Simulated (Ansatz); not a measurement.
Ansatz (a first-principles code) input:

Ansatz 0.2 input:
```yaml
crystal:
  periodic: [false, false, false]
  atoms:
    - {symbol: Si, position_ang: [0.16867408, -0.50893974, -0.49725554]}
    - {symbol: O, position_ang: [1.78239441, -0.32603485, -0.41748767]}
    - {symbol: N, position_ang: [-0.50860440, 1.06816862, -0.84000509]}
    - {symbol: N, position_ang: [-0.44033048, -1.13542285, 0.99050835]}
    - {symbol: H, position_ang: [2.15395588, 0.30779683, 0.20005664]}
    - {symbol: H, position_ang: [-1.51221377, 1.15350280, -0.86243587]}
    - {symbol: H, position_ang: [-0.11359182, 1.58128362, -1.61294433]}
    - {symbol: H, position_ang: [-0.01903456, -0.83378159, 1.85884191]}
    - {symbol: H, position_ang: [-1.43125558, -1.25843743, 1.10542079]}
basis:
  gaussian:
    orbitals: def2-TZVP
hamiltonian:
  xc: b3lyp
  dispersion: d3bj
magnetization: {spin_polarized: true, initial_magnetization: 1}
relax: {f_tol: 0.002, max_steps: 150}
```

Problem. What final total energy does it print?

Solution. -477.42271 Eh (B3LYP-D3(BJ)/def2-TZVP). The basis has 160 functions.

It need not be the lowest isomer of its formula.
